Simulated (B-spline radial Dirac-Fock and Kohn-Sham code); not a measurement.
In the model described below, an M1 (3s) vacancy in cerium as Ce⁵⁺, configuration [Kr] 4d10 5s2 5p5, lives for 0.10 fs, which corresponds to a natural width of 6.54 eV. Out of 1000 such holes, about 1.2 decay by emitting a photon, 909 by a Coster-Kronig transition that moves the hole within the M shell, and the rest by ordinary Auger emission. The strongest X-ray line is M1-N3 (its energy is left out as unreliable), with 43 % of the radiative rate. The strongest electron group is M1-M3N5 near 42 eV, with 19 % of the non-radiative rate. The Coster-Kronig yields by final subshell (the deeper hole where both stay in the shell) are M2 0.083, M3 0.436, M4 0.161, M5 0.228. Independent-particle models tend to overestimate Coster-Kronig rates.

These are calculated numbers from an atomic code on a B-spline grid; the model is one-electron (LDA, Dirac) transition rates at Dirac-Fock energies.
